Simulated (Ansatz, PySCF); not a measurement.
Breaking a bond: AgCl, singlet.

UHF/def2-TZVP, def2 effective core potentials past Kr (PySCF); RHF/def2-TZVP, def2 effective core potentials past Kr (PySCF); UKS-wB97X-V = unrestricted wB97X-V/def2-TZVP, def2 effective core potentials past Kr (PySCF); RKS-wB97X-V = restricted wB97X-V/def2-TZVP, def2 effective core potentials past Kr (PySCF 2.14.0); UKS-M06-2X = unrestricted M06-2X/def2-TZVP, def2 effective core potentials past Kr in PySCF; RKS-M06-2X = restricted M06-2X/def2-TZVP, def2 effective core potentials past Kr run with PySCF; UKS-BLYP = unrestricted BLYP/def2-TZVP, def2 effective core potentials past Kr in PySCF; RKS-BLYP = restricted BLYP/def2-TZVP, def2 effective core potentials past Kr (PySCF 2.14.0); UKS-PBE = unrestricted PBE/def2-TZVP, def2 effective core potentials past Kr (Ansatz, an electronic-structure program); RKS-PBE = Ansatz with restricted PBE/def2-TZVP, def2 effective core potentials past Kr; UKS-B3LYP/LANL2DZ = PySCF with unrestricted B3LYP/LANL2DZ, with its core potentials past Ne; RKS-B3LYP/LANL2DZ = restricted B3LYP/LANL2DZ, with its core potentials past Ne (PySCF).

Scanned distances (Å): 1.73, 1.82, 1.94, 2.04, 2.15, 2.21, 2.29, 2.35, 2.43, 2.53, 2.66, 2.83, 3.09, 3.42, 3.78, 4.11, 4.57, 5.05, 5.55, 6.20, 6.82, 8.05, 9.20.

Q: Where does the unrestricted solution first break spin symmetry (<S²> of 0.01 or more)?

A: UHF: between 3.42 and 3.78 Å; UKS-wB97X-V: between 3.42 and 3.78 Å; UKS-M06-2X: between 3.09 and 3.42 Å; UKS-BLYP: between 3.09 and 3.42 Å; UKS-PBE: between 3.42 and 3.78 Å; UKS-B3LYP/LANL2DZ: between 3.09 and 3.42 Å.

```json
[
 {"R / Å": "1.73", "<S²> UHF": "0.00", "E(RHF) − E(UHF) / eV": "0.000", "<S²> UKS-wB97X-V": "0.00", "E(RKS-wB97X-V) − E(UKS-wB97X-V) / eV": "0.000", "<S²> UKS-M06-2X": "0.00", "E(RKS-M06-2X) − E(UKS-M06-2X) / eV": "0.000", "<S²> UKS-BLYP": "0.00", "E(RKS-BLYP) − E(UKS-BLYP) / eV": "0.000", "<S²> UKS-PBE": "0.00", "E(RKS-PBE) − E(UKS-PBE) / eV": "0.000", "<S²> UKS-B3LYP/LANL2DZ": "0.00", "E(RKS-B3LYP/LANL2DZ) − E(UKS-B3LYP/LANL2DZ) / eV": "0.000"},
 {"R / Å": "1.82", "<S²> UHF": "0.00", "E(RHF) − E(UHF) / eV": "0.000", "<S²> UKS-wB97X-V": "0.00", "E(RKS-wB97X-V) − E(UKS-wB97X-V) / eV": "0.000", "<S²> UKS-M06-2X": "0.00", "E(RKS-M06-2X) − E(UKS-M06-2X) / eV": "0.000", "<S²> UKS-BLYP": "0.00", "E(RKS-BLYP) − E(UKS-BLYP) / eV": "0.000", "<S²> UKS-PBE": "0.00", "E(RKS-PBE) − E(UKS-PBE) / eV": "0.000", "<S²> UKS-B3LYP/LANL2DZ": "0.00", "E(RKS-B3LYP/LANL2DZ) − E(UKS-B3LYP/LANL2DZ) / eV": "0.000"},
 {"R / Å": "1.94", "<S²> UHF": "0.00", "E(RHF) − E(UHF) / eV": "0.000", "<S²> UKS-wB97X-V": "0.00", "E(RKS-wB97X-V) − E(UKS-wB97X-V) / eV": "0.000", "<S²> UKS-M06-2X": "0.00", "E(RKS-M06-2X) − E(UKS-M06-2X) / eV": "0.000", "<S²> UKS-BLYP": "0.00", "E(RKS-BLYP) − E(UKS-BLYP) / eV": "0.000", "<S²> UKS-PBE": "0.00", "E(RKS-PBE) − E(UKS-PBE) / eV": "0.000", "<S²> UKS-B3LYP/LANL2DZ": "0.00", "E(RKS-B3LYP/LANL2DZ) − E(UKS-B3LYP/LANL2DZ) / eV": "0.000"},
 {"R / Å": "2.04", "<S²> UHF": "0.00", "E(RHF) − E(UHF) / eV": "0.000", "<S²> UKS-wB97X-V": "0.00", "E(RKS-wB97X-V) − E(UKS-wB97X-V) / eV": "0.000", "<S²> UKS-M06-2X": "0.00", "E(RKS-M06-2X) − E(UKS-M06-2X) / eV": "0.000", "<S²> UKS-BLYP": "0.00", "E(RKS-BLYP) − E(UKS-BLYP) / eV": "0.000", "<S²> UKS-PBE": "0.00", "E(RKS-PBE) − E(UKS-PBE) / eV": "0.000", "<S²> UKS-B3LYP/LANL2DZ": "0.00", "E(RKS-B3LYP/LANL2DZ) − E(UKS-B3LYP/LANL2DZ) / eV": "0.000"},
 {"R / Å": "2.15", "<S²> UHF": "0.00", "E(RHF) − E(UHF) / eV": "0.000", "<S²> UKS-wB97X-V": "0.00", "E(RKS-wB97X-V) − E(UKS-wB97X-V) / eV": "0.000", "<S²> UKS-M06-2X": "0.00", "E(RKS-M06-2X) − E(UKS-M06-2X) / eV": "0.000", "<S²> UKS-BLYP": "0.00", "E(RKS-BLYP) − E(UKS-BLYP) / eV": "0.000", "<S²> UKS-PBE": "0.00", "E(RKS-PBE) − E(UKS-PBE) / eV": "0.000", "<S²> UKS-B3LYP/LANL2DZ": "0.00", "E(RKS-B3LYP/LANL2DZ) − E(UKS-B3LYP/LANL2DZ) / eV": "0.000"},
 {"R / Å": "2.21", "<S²> UHF": "0.00", "E(RHF) − E(UHF) / eV": "0.000", "<S²> UKS-wB97X-V": "0.00", "E(RKS-wB97X-V) − E(UKS-wB97X-V) / eV": "0.000", "<S²> UKS-M06-2X": "0.00", "E(RKS-M06-2X) − E(UKS-M06-2X) / eV": "0.000", "<S²> UKS-BLYP": "0.00", "E(RKS-BLYP) − E(UKS-BLYP) / eV": "0.000", "<S²> UKS-PBE": "0.00", "E(RKS-PBE) − E(UKS-PBE) / eV": "0.000", "<S²> UKS-B3LYP/LANL2DZ": "0.00", "E(RKS-B3LYP/LANL2DZ) − E(UKS-B3LYP/LANL2DZ) / eV": "0.000"},
 {"R / Å": "2.29", "<S²> UHF": "0.00", "E(RHF) − E(UHF) / eV": "0.000", "<S²> UKS-wB97X-V": "0.00", "E(RKS-wB97X-V) − E(UKS-wB97X-V) / eV": "0.000", "<S²> UKS-M06-2X": "0.00", "E(RKS-M06-2X) − E(UKS-M06-2X) / eV": "0.000", "<S²> UKS-BLYP": "0.00", "E(RKS-BLYP) − E(UKS-BLYP) / eV": "0.000", "<S²> UKS-PBE": "0.00", "E(RKS-PBE) − E(UKS-PBE) / eV": "0.000", "<S²> UKS-B3LYP/LANL2DZ": "0.00", "E(RKS-B3LYP/LANL2DZ) − E(UKS-B3LYP/LANL2DZ) / eV": "0.000"},
 {"R / Å": "2.35", "<S²> UHF": "0.00", "E(RHF) − E(UHF) / eV": "0.000", "<S²> UKS-wB97X-V": "0.00", "E(RKS-wB97X-V) − E(UKS-wB97X-V) / eV": "0.000", "<S²> UKS-M06-2X": "0.00", "E(RKS-M06-2X) − E(UKS-M06-2X) / eV": "0.000", "<S²> UKS-BLYP": "0.00", "E(RKS-BLYP) − E(UKS-BLYP) / eV": "0.000", "<S²> UKS-PBE": "0.00", "E(RKS-PBE) − E(UKS-PBE) / eV": "0.000", "<S²> UKS-B3LYP/LANL2DZ": "0.00", "E(RKS-B3LYP/LANL2DZ) − E(UKS-B3LYP/LANL2DZ) / eV": "0.000"},
 {"R / Å": "2.43", "<S²> UHF": "0.00", "E(RHF) − E(UHF) / eV": "0.000", "<S²> UKS-wB97X-V": "0.00", "E(RKS-wB97X-V) − E(UKS-wB97X-V) / eV": "0.000", "<S²> UKS-M06-2X": "0.00", "E(RKS-M06-2X) − E(UKS-M06-2X) / eV": "0.000", "<S²> UKS-BLYP": "0.00", "E(RKS-BLYP) − E(UKS-BLYP) / eV": "0.000", "<S²> UKS-PBE": "0.00", "E(RKS-PBE) − E(UKS-PBE) / eV": "0.000", "<S²> UKS-B3LYP/LANL2DZ": "0.00", "E(RKS-B3LYP/LANL2DZ) − E(UKS-B3LYP/LANL2DZ) / eV": "0.000"},
 {"R / Å": "2.53", "<S²> UHF": "0.00", "E(RHF) − E(UHF) / eV": "0.000", "<S²> UKS-wB97X-V": "0.00", "E(RKS-wB97X-V) − E(UKS-wB97X-V) / eV": "0.000", "<S²> UKS-M06-2X": "0.00", "E(RKS-M06-2X) − E(UKS-M06-2X) / eV": "0.000", "<S²> UKS-BLYP": "0.00", "E(RKS-BLYP) − E(UKS-BLYP) / eV": "0.000", "<S²> UKS-PBE": "0.00", "E(RKS-PBE) − E(UKS-PBE) / eV": "0.000", "<S²> UKS-B3LYP/LANL2DZ": "0.00", "E(RKS-B3LYP/LANL2DZ) − E(UKS-B3LYP/LANL2DZ) / eV": "0.000"},
 {"R / Å": "2.66", "<S²> UHF": "0.00", "E(RHF) − E(UHF) / eV": "0.000", "<S²> UKS-wB97X-V": "0.00", "E(RKS-wB97X-V) − E(UKS-wB97X-V) / eV": "0.000", "<S²> UKS-M06-2X": "0.00", "E(RKS-M06-2X) − E(UKS-M06-2X) / eV": "0.000", "<S²> UKS-BLYP": "0.00", "E(RKS-BLYP) − E(UKS-BLYP) / eV": "0.000", "<S²> UKS-PBE": "0.00", "E(RKS-PBE) − E(UKS-PBE) / eV": "0.000", "<S²> UKS-B3LYP/LANL2DZ": "0.00", "E(RKS-B3LYP/LANL2DZ) − E(UKS-B3LYP/LANL2DZ) / eV": "0.000"},
 {"R / Å": "2.83", "<S²> UHF": "0.00", "E(RHF) − E(UHF) / eV": "0.000", "<S²> UKS-wB97X-V": "0.00", "E(RKS-wB97X-V) − E(UKS-wB97X-V) / eV": "0.000", "<S²> UKS-M06-2X": "0.00", "E(RKS-M06-2X) − E(UKS-M06-2X) / eV": "0.000", "<S²> UKS-BLYP": "0.00", "E(RKS-BLYP) − E(UKS-BLYP) / eV": "0.000", "<S²> UKS-PBE": "0.00", "E(RKS-PBE) − E(UKS-PBE) / eV": "0.000", "<S²> UKS-B3LYP/LANL2DZ": "0.00", "E(RKS-B3LYP/LANL2DZ) − E(UKS-B3LYP/LANL2DZ) / eV": "0.000"},
 {"R / Å": "3.09", "<S²> UHF": "0.00", "E(RHF) − E(UHF) / eV": "0.000", "<S²> UKS-wB97X-V": "0.00", "E(RKS-wB97X-V) − E(UKS-wB97X-V) / eV": "0.000", "<S²> UKS-M06-2X": "0.00", "E(RKS-M06-2X) − E(UKS-M06-2X) / eV": "0.000", "<S²> UKS-BLYP": "0.00", "E(RKS-BLYP) − E(UKS-BLYP) / eV": "0.000", "<S²> UKS-PBE": "0.00", "E(RKS-PBE) − E(UKS-PBE) / eV": "0.000", "<S²> UKS-B3LYP/LANL2DZ": "0.00", "E(RKS-B3LYP/LANL2DZ) − E(UKS-B3LYP/LANL2DZ) / eV": "0.000"},
 {"R / Å": "3.42", "<S²> UHF": "0.00", "E(RHF) − E(UHF) / eV": "0.000", "<S²> UKS-wB97X-V": "0.00", "E(RKS-wB97X-V) − E(UKS-wB97X-V) / eV": "0.000", "<S²> UKS-M06-2X": "0.09", "E(RKS-M06-2X) − E(UKS-M06-2X) / eV": "0.004", "<S²> UKS-BLYP": "0.03", "E(RKS-BLYP) − E(UKS-BLYP) / eV": "0.000", "<S²> UKS-PBE": "0.00", "E(RKS-PBE) − E(UKS-PBE) / eV": "0.000", "<S²> UKS-B3LYP/LANL2DZ": "0.16", "E(RKS-B3LYP/LANL2DZ) − E(UKS-B3LYP/LANL2DZ) / eV": "0.011"},
 {"R / Å": "3.78", "<S²> UHF": "0.83", "E(RHF) − E(UHF) / eV": "0.085", "<S²> UKS-wB97X-V": "0.32", "E(RKS-wB97X-V) − E(UKS-wB97X-V) / eV": "0.052", "<S²> UKS-M06-2X": "0.38", "E(RKS-M06-2X) − E(UKS-M06-2X) / eV": "0.105", "<S²> UKS-BLYP": "0.22", "E(RKS-BLYP) − E(UKS-BLYP) / eV": "0.021", "<S²> UKS-PBE": "0.24", "E(RKS-PBE) − E(UKS-PBE) / eV": "0.020", "<S²> UKS-B3LYP/LANL2DZ": "0.40", "E(RKS-B3LYP/LANL2DZ) − E(UKS-B3LYP/LANL2DZ) / eV": "0.095"},
 {"R / Å": "4.11", "<S²> UHF": "0.95", "E(RHF) − E(UHF) / eV": "0.411", "<S²> UKS-wB97X-V": "0.55", "E(RKS-wB97X-V) − E(UKS-wB97X-V) / eV": "0.182", "<S²> UKS-M06-2X": "0.52", "E(RKS-M06-2X) − E(UKS-M06-2X) / eV": "0.239", "<S²> UKS-BLYP": "0.43", "E(RKS-BLYP) − E(UKS-BLYP) / eV": "—", "<S²> UKS-PBE": "0.43", "E(RKS-PBE) − E(UKS-PBE) / eV": "0.075", "<S²> UKS-B3LYP/LANL2DZ": "0.54", "E(RKS-B3LYP/LANL2DZ) − E(UKS-B3LYP/LANL2DZ) / eV": "0.195"},
 {"R / Å": "4.57", "<S²> UHF": "0.99", "E(RHF) − E(UHF) / eV": "0.831", "<S²> UKS-wB97X-V": "0.77", "E(RKS-wB97X-V) − E(UKS-wB97X-V) / eV": "0.420", "<S²> UKS-M06-2X": "0.65", "E(RKS-M06-2X) − E(UKS-M06-2X) / eV": "0.416", "<S²> UKS-BLYP": "0.57", "E(RKS-BLYP) − E(UKS-BLYP) / eV": "—", "<S²> UKS-PBE": "0.57", "E(RKS-PBE) − E(UKS-PBE) / eV": "0.155", "<S²> UKS-B3LYP/LANL2DZ": "0.65", "E(RKS-B3LYP/LANL2DZ) − E(UKS-B3LYP/LANL2DZ) / eV": "0.325"},
 {"R / Å": "5.05", "<S²> UHF": "1.01", "E(RHF) − E(UHF) / eV": "1.196", "<S²> UKS-wB97X-V": "0.92", "E(RKS-wB97X-V) − E(UKS-wB97X-V) / eV": "0.685", "<S²> UKS-M06-2X": "0.74", "E(RKS-M06-2X) − E(UKS-M06-2X) / eV": "0.573", "<S²> UKS-BLYP": "0.65", "E(RKS-BLYP) − E(UKS-BLYP) / eV": "—", "<S²> UKS-PBE": "0.64", "E(RKS-PBE) − E(UKS-PBE) / eV": "0.220", "<S²> UKS-B3LYP/LANL2DZ": "0.71", "E(RKS-B3LYP/LANL2DZ) − E(UKS-B3LYP/LANL2DZ) / eV": "0.432"},
 {"R / Å": "5.55", "<S²> UHF": "1.01", "E(RHF) − E(UHF) / eV": "1.503", "<S²> UKS-wB97X-V": "0.99", "E(RKS-wB97X-V) − E(UKS-wB97X-V) / eV": "0.939", "<S²> UKS-M06-2X": "0.81", "E(RKS-M06-2X) − E(UKS-M06-2X) / eV": "0.711", "<S²> UKS-BLYP": "0.69", "E(RKS-BLYP) − E(UKS-BLYP) / eV": "—", "<S²> UKS-PBE": "0.68", "E(RKS-PBE) − E(UKS-PBE) / eV": "0.266", "<S²> UKS-B3LYP/LANL2DZ": "0.75", "E(RKS-B3LYP/LANL2DZ) − E(UKS-B3LYP/LANL2DZ) / eV": "0.515"},
 {"R / Å": "6.20", "<S²> UHF": "1.01", "E(RHF) − E(UHF) / eV": "1.814", "<S²> UKS-wB97X-V": "1.00", "E(RKS-wB97X-V) − E(UKS-wB97X-V) / eV": "1.199", "<S²> UKS-M06-2X": "0.87", "E(RKS-M06-2X) − E(UKS-M06-2X) / eV": "0.853", "<S²> UKS-BLYP": "0.72", "E(RKS-BLYP) − E(UKS-BLYP) / eV": "—", "<S²> UKS-PBE": "0.72", "E(RKS-PBE) − E(UKS-PBE) / eV": "0.304", "<S²> UKS-B3LYP/LANL2DZ": "0.78", "E(RKS-B3LYP/LANL2DZ) − E(UKS-B3LYP/LANL2DZ) / eV": "0.591"},
 {"R / Å": "6.82", "<S²> UHF": "1.01", "E(RHF) − E(UHF) / eV": "2.039", "<S²> UKS-wB97X-V": "1.00", "E(RKS-wB97X-V) − E(UKS-wB97X-V) / eV": "1.383", "<S²> UKS-M06-2X": "0.91", "E(RKS-M06-2X) − E(UKS-M06-2X) / eV": "0.955", "<S²> UKS-BLYP": "0.74", "E(RKS-BLYP) − E(UKS-BLYP) / eV": "—", "<S²> UKS-PBE": "0.73", "E(RKS-PBE) − E(UKS-PBE) / eV": "0.326", "<S²> UKS-B3LYP/LANL2DZ": "0.80", "E(RKS-B3LYP/LANL2DZ) − E(UKS-B3LYP/LANL2DZ) / eV": "0.642"},
 {"R / Å": "8.05", "<S²> UHF": "1.01", "E(RHF) − E(UHF) / eV": "2.349", "<S²> UKS-wB97X-V": "1.00", "E(RKS-wB97X-V) − E(UKS-wB97X-V) / eV": "1.630", "<S²> UKS-M06-2X": "0.95", "E(RKS-M06-2X) − E(UKS-M06-2X) / eV": "1.100", "<S²> UKS-BLYP": "0.75", "E(RKS-BLYP) − E(UKS-BLYP) / eV": "—", "<S²> UKS-PBE": "0.75", "E(RKS-PBE) − E(UKS-PBE) / eV": "0.347", "<S²> UKS-B3LYP/LANL2DZ": "0.82", "E(RKS-B3LYP/LANL2DZ) − E(UKS-B3LYP/LANL2DZ) / eV": "0.707"},
 {"R / Å": "9.20", "<S²> UHF": "1.01", "E(RHF) − E(UHF) / eV": "2.546", "<S²> UKS-wB97X-V": "1.00", "E(RKS-wB97X-V) − E(UKS-wB97X-V) / eV": "1.788", "<S²> UKS-M06-2X": "0.97", "E(RKS-M06-2X) − E(UKS-M06-2X) / eV": "1.196", "<S²> UKS-BLYP": "0.76", "E(RKS-BLYP) − E(UKS-BLYP) / eV": "—", "<S²> UKS-PBE": "0.76", "E(RKS-PBE) − E(UKS-PBE) / eV": "0.358", "<S²> UKS-B3LYP/LANL2DZ": "0.83", "E(RKS-B3LYP/LANL2DZ) − E(UKS-B3LYP/LANL2DZ) / eV": "0.745"}
]
```

A dash means that the run gave no value there, or that the column was ended at a point which the program doubted or which failed a test of continuity chosen for this set; such a test can also cut sound points.
